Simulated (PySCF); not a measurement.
## Calculated data, B₂H₃

All values are calculated (PySCF 2.14.0). Calculation on a computer-drawn molecule: vertical ionisation energy to the stated ion spin, frozen-core CCSD(T) at the basis limit and cheaper methods, single-reference cases, UHF for radicals, no spin-orbit; all values are single points at the evaluated structure, the first of each entry, which is the reference or a displaced copy of it and isn't optimised; the reference structure only sets the zero of the energies above reference; triples share is (T) over the correlation energy.

Entry: B₂H₃

Evaluated structure:
```xyz
5
B2H3
B     -0.0925    -0.6051     0.6421
B     -0.3585     0.4142     1.8253
H      0.1802    -1.3748    -0.1620
H     -1.2543     0.5359     2.2065
H      0.4801     1.0050     2.2772
```

Reference structure:
```xyz
5
B2H3
B     -0.0584    -0.6571     0.6060
B     -0.3229     0.3559     1.8146
H      0.1372    -1.4049    -0.2895
H     -1.4236     0.4655     2.2843
H      0.5774     1.0145     2.2618
```

```
charge            : 0
multiplicity      : 2
ion multiplicity  : 1
diffuse functions : no
basis             : cc-pVnZ
reference is      : the Hartree-Fock double-zeta minimum
best is           : HF at quadruple zeta + MP2 correlation extrapolated from triple and quadruple zeta + CCSD(T) minus MP2 at triple zeta
basis step is     : the size of the change from the same recipe one zeta lower
```

Drawn bonds:
| atom | other atom | order |
| --- | --- | --- |
| 1 | 2 | 1 |
| 1 | 3 | 1 |
| 2 | 4 | 1 |
| 2 | 5 | 1 |

To be estimated
1. B₂H₃: ion D1 diagnostic at triple zeta?
2. Estimate the spin squared at triple zeta of B₂H₃.
3. What D1 diagnostic at triple zeta does the calculation give for B₂H₃?

Answers
1. 0.02923
2. 0.7582
3. 0.05419

Further results for B₂H₃:

```
ionisation energy best                         : 8.707 eV
ionisation energy basis step                   : 0.01882 eV
energy above reference best                    : 20.04 kcal/mol
energy above reference basis step              : 0.0663 kcal/mol
total energy HF triple zeta                    : -51.0034 hartree
total energy CCSD(T) triple zeta               : -51.2216 hartree
total energy best                              : -51.2459 hartree
T1 diagnostic at triple zeta                   : 0.01847
ion T1 diagnostic at triple zeta               : 0.01164
triples share at triple zeta                   : 0.02963
basis functions triple zeta                    : 102
dipole magnitude HF at triple zeta             : 1.206 debye
dipole magnitude CCSD unrelaxed at triple zeta : 1.331 debye
dipole magnitude PBE at triple zeta            : 1.255 debye
dipole magnitude r2SCAN at triple zeta         : 1.254 debye
dipole magnitude B3LYP at triple zeta          : 1.298 debye
dipole magnitude wB97X at triple zeta          : 1.339 debye
```

Triple zeta:
| method | ionisation energy (eV) | energy above reference (kcal/mol) |
| --- | --- | --- |
| HF | 7.952 | 20.08 |
| PBE | 9.017 | 21.63 |
| r2SCAN | 9.057 | 20.34 |
| B3LYP | 8.892 | 19.44 |
| wB97X | 8.705 | 20.38 |
| MP2 | 8.592 | 19.8 |
| CCSD | 8.598 | 20.28 |
| CCSD(T) | 8.659 | 20.51 |
